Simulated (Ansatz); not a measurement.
Geometry optimisation, RKS PBE/def2-SVP (Ansatz).

Input file:

```yaml
crystal:
  periodic: [false, false, false]
  atoms:
    - { symbol: Ge, position_ang: [0.111448, -0.630528, -0.040222] }
    - { symbol: O, position_ang: [0.643021, 0.655279, 2.561866] }
    - { symbol: H, position_ang: [-0.276049, 0.779614, 2.871434] }
    - { symbol: F, position_ang: [1.310878, 0.329011, -0.817785] }
    - { symbol: F, position_ang: [-1.357238, 0.274316, -0.005151] }
    - { symbol: F, position_ang: [-0.250928, -2.00146, -1.264697] }
    - { symbol: O, position_ang: [0.46945, -1.867354, 1.147801] }
    - { symbol: Al, position_ang: [0.135724, -3.388602, 0.129617] }
    - { symbol: H, position_ang: [1.455072, -4.13652, -0.357541] }
    - { symbol: H, position_ang: [-1.268931, -4.065265, 0.459007] }
    - { symbol: H, position_ang: [0.783254, -0.31949, 2.693972] }
basis:
  gaussian: { orbitals: def2-SVP }
hamiltonian:
  xc: pbe
relax:
  f_tol: 0.03
  max_steps: 50
```

Run as:

```bash
$ ansatz run input.yaml --threads 4 --pin off --max-ram 5120MiB --backend cpu --events-out ev --progress --plain --runs-dir out
```

Question: Where does it end, and by what steps?

Answer: The forces met the threshold. After 8 steps the energy has fallen by 0.530 eV; H3 moved furthest, 0.52 Å. Joined: Ge1–O2 (2.95 → 2.13 Å).

```tsv
step	energy less start (eV)	largest force component (eV/Å)	accepted
0	0.0000	0.917	yes
1	-0.1327	0.967	yes
2	-0.3293	0.880	yes
3	-0.4799	0.535	yes
4	-0.5089	0.415	yes
5	-0.5222	0.433	yes
6	-0.5278	0.128	yes
7	-0.5292	0.063	yes
8	-0.5296	0.014	yes
```

```xyz
11
Properties=species:S:1:pos:R:3
Ge 0.174 -0.597 0.311
O 0.587 0.482 2.095
H -0.246 0.922 2.368
F 1.339 0.316 -0.581
F -1.352 0.244 0.292
F -0.253 -1.867 -1.072
O 0.502 -1.997 1.294
Al 0.136 -3.362 0.094
H 1.440 -4.086 -0.477
H -1.248 -4.106 0.389
H 0.675 -0.320 2.665
```

Whether the end is a true minimum wasn't checked by a vibrational analysis.

Time of the run: 20 s on 4 threads of Arm Neoverse V2 (shared host), peak memory 0.21 GiB.
